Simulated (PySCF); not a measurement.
A side-by-side comparison of computed properties.

First species: Meta-cyanophenol, C₇H₅NO.
InChI=1S/C7H5NO/c8-5-6-2-1-3-7(9)4-6/h1-4,9H

Second species: C5H8NPSi.
SMILES with atom numbers: `[CH3:1][c:2]1[cH:3][p:4][cH:5][n:6][c:7]1[SiH3:8]` (hydrogens: H9, H10, H11 on C1; H12 on C3; H13 on C5; H14, H15, H16 on Si8)

Geometry (GFN2-xTB, Å), atoms numbered from 1 in this order:
```
atom  x, y, z in Å
C1    -0.9837    1.5995    0.2769
C2     0.2243    0.7327    0.0956
C3     1.4809    1.3065    0.1224
P4     2.9834    0.4559   -0.0679
C5     2.3136   -1.1430   -0.2699
N6     1.0555   -1.4964   -0.2662
C7     0.0490   -0.6466   -0.0983
Si8   -1.6339   -1.5122   -0.1491
H9    -1.5558    1.2727    1.1438
H10   -0.7008    2.6407    0.4174
H11   -1.6337    1.5282   -0.5938
H12    1.5507    2.3791    0.2750
H13    3.0116   -1.9629   -0.4190
H14   -2.3330   -1.2810    1.1208
H15   -1.3925   -2.9307   -0.3707
H16   -2.4433   -0.9336   -1.2284
```

Levels: PBE0/def2-SVPD for dipole moment, HOMO energy, LUMO energy, HOMO–LUMO gap, static isotropic polarisability and electronic spatial extent ⟨r²⟩ about the centre of nuclear charge; TDDFT PBE0/def2-SVPD for lowest singlet excitation; TDA PBE0/def2-SVPD for lowest triplet excitation (Tamm–Dancoff); GFN2-xTB for rotational constant A and rotational constant C. Geometries: GFN2-xTB. All species are isolated and taken at one optimised geometry, non-relativistic unless stated. Electronic properties by PySCF.

Dipoles, sizes and rotational constants follow the conformer. The torsions of the flexible species, by atom-mapped SMILES:
- `[N:1]#[C:2][c:3]1[cH:4][cH:5][cH:6][c:7]([OH:8])[cH:9]1`: H–O8–C7–C6 180°

(1) Which of the two has the higher rotational constant A, and by how much?

(2) Which has the higher S1 energy?

(3) Which of the two has the higher static isotropic polarisability, and by how much?

(4) Which has the higher ⟨r²⟩?

(5) Which of the two has the higher rotational constant C, and by how much?

(6) Which of the two has the higher HOMO–LUMO gap, and by how much?

(7) Which has the higher HOMO energy?

(8) Which of the two has the higher dipole moment, and by how much?

Answers

(1) The first: 3.439 GHz against 2.664 GHz, a difference of 0.775 GHz.

(2) The first: 4.79 eV against 3.32 eV, a difference of 1.47 eV.

(3) The second: 117.8 au against 89.0 au, a difference of 28.8 au.

(4) The second: 1436 bohr² against 1188 bohr², a difference of 248 bohr².

(5) The first: 0.903 GHz against 0.778 GHz, a difference of 0.125 GHz.

(6) The first: 5.66 eV against 4.81 eV, a difference of 0.85 eV.

(7) The second: -6.82 eV against -7.31 eV, a difference of 0.49 eV.

(8) The first: 3.64 D against 2.04 D, a difference of 1.60 D.

On the first: The principal polarisabilities are 50.0, 94.0 and 123.0 au; their mean is the isotropic value. The 8 singlets span 4.79 to 7.01 eV, and their oscillator strengths add up to 1.04.

On the second: S1 lies 1.49 eV below the HOMO–LUMO gap; its leading configuration is HOMO→LUMO, weight 0.99.
